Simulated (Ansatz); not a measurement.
Cartesian coordinates (Å):
SMILES: Bc1ccc2sc(B)cc2c1
```xyz
19

B     -3.4258     1.1550     0.2100
C     -2.1120     0.3559     0.1813
C     -2.1097    -1.0696     0.2036
C     -0.9455    -1.8110     0.1787
C      0.2775    -1.1231     0.1294
S      1.8595    -1.8000     0.0905
C      2.6172    -0.2195     0.0419
B      4.1331    -0.0502    -0.0080
C      1.6648     0.7772     0.0560
C      0.3235     0.2991     0.1056
C     -0.8825     1.0191     0.1322
H     -4.4916     0.5840     0.2524
H     -3.3981     2.3645     0.1900
H     -3.0709    -1.5890     0.2420
H     -0.9709    -2.9024     0.1966
H      4.5881     1.0688    -0.0397
H      4.8702    -1.0068    -0.0156
H      1.9308     1.8357     0.0311
H     -0.8576     2.1121     0.1143
```
Charge 0, multiplicity 1.

Level of theory: frozen-core CCSD(T)/cc-pVDZ // PBE0-D4/def2-SVP (Ansatz, a first-principles code). The restricted HF reference is unstable towards unrestricted orbitals.

```json
{
 "HF energy": "-754.51500 Ha",
 "MP2 correlation energy": "-1.32707 Ha"
}
```

### Question
Estimate the CCSD correlation energy, the (T) correction, the total energy and the T1 diagnostic.

### Answer

- CCSD correlation energy = -1.39156 Ha
- (T) correction = -0.06547 Ha
- CCSD(T) total energy = -755.97203 Ha
- T1 diagnostic = 0.013
